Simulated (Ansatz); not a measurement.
`FB([SiH3])Br`. The species carries charge 0 and has multiplicity 1. The structure was optimised at the PBE0-D4/def2-TZVP level.

```xyz
7

F     0.841    1.923   -0.681
B     0.519    0.994    0.189
Si   -0.411   -0.737   -0.309
Br    0.972    1.332    2.026
H    -1.695   -0.815    0.437
H    -0.679   -0.822   -1.769
H     0.452   -1.874    0.106
```

(1) What is the dipole moment at ωB97M-V/def2-TZVPP? (Best estimate.)

(2) And with PBE, r2SCAN, B3LYP? (Best estimate.)

(3) Give the Mulliken charges with ωB97M-V, PBE, r2SCAN in def2-TZVPP. (An estimate is asked.)

## Answers

(1) The calculation gave: 0.79 D, with components (-0.36, -0.62, -0.34) D in this frame, pointing from negative to positive charge.

(2) The calculation gave: PBE 0.61 D, r2SCAN 0.72 D, B3LYP 0.75 D.

(3) Ansatz gave: 
```json
{"atom": "F1", "ωB97M-V": "-0.18", "PBE": "-0.15", "r2SCAN": "-0.21"}
{"atom": "B2", "ωB97M-V": "0.26", "PBE": "0.28", "r2SCAN": "0.31"}
{"atom": "Si3", "ωB97M-V": "0.02", "PBE": "0.05", "r2SCAN": "0.15"}
{"atom": "Br4", "ωB97M-V": "-0.06", "PBE": "-0.06", "r2SCAN": "-0.08"}
{"atom": "H5", "ωB97M-V": "-0.01", "PBE": "-0.03", "r2SCAN": "-0.06"}
{"atom": "H6", "ωB97M-V": "-0.02", "PBE": "-0.05", "r2SCAN": "-0.06"}
{"atom": "H7", "ωB97M-V": "-0.01", "PBE": "-0.03", "r2SCAN": "-0.06"}
```

B3LYP here is the variant with VWN-RPA as its local correlation; programs differ in this.
